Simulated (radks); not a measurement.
The numbers below are computed, except where a source is named.
Q: Ionisation of the silver ion Ag+, [Kr] 4d10, to Ag2+, [Kr] 4d9, under several functionals. Scalar-relativistic Kohn-Sham, spin-polarised, spherical densities, point nucleus; open shells are filled with parallel spins first (spin-orbit coupling, left out, can overturn this in heavy ions); a radial shooting solver on a logarithmic mesh with Libxc functionals. Known Delta-SCF values: exchange-only PBE 20.827 eV; B86b exchange with PBE correlation 21.955 eV; Wu-Cohen GGA 21.945 eV. What does HCTH/407 give, and what is its highest occupied eigenvalue?

A: 22.314 eV by Delta-SCF; the 4d eigenvalue is -15.977 eV. NIST: 21.484 eV (measured).
